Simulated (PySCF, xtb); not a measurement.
BiF₂HO, SMILES [OH][Bi]([F])[F]. Other conformers were not sampled.

Harmonic wavenumbers (cm⁻¹) from GFN2-xTB (xtb) at its own minimum, in rising order: 148, 152, 176, 348, 415, 421, 496, 871, 3660.

Q: What does r2SCAN-D4/def2-SVP in PySCF give at its own minimum? (An estimate is asked for; the answer gives what the named calculation found.)

A: 106, 175, 180, 250, 580, 580, 597, 814, 3795. Paired by order, the mean absolute difference is 87 cm⁻¹ and the zero-point energies are 9.6 and 10.1 kcal/mol.
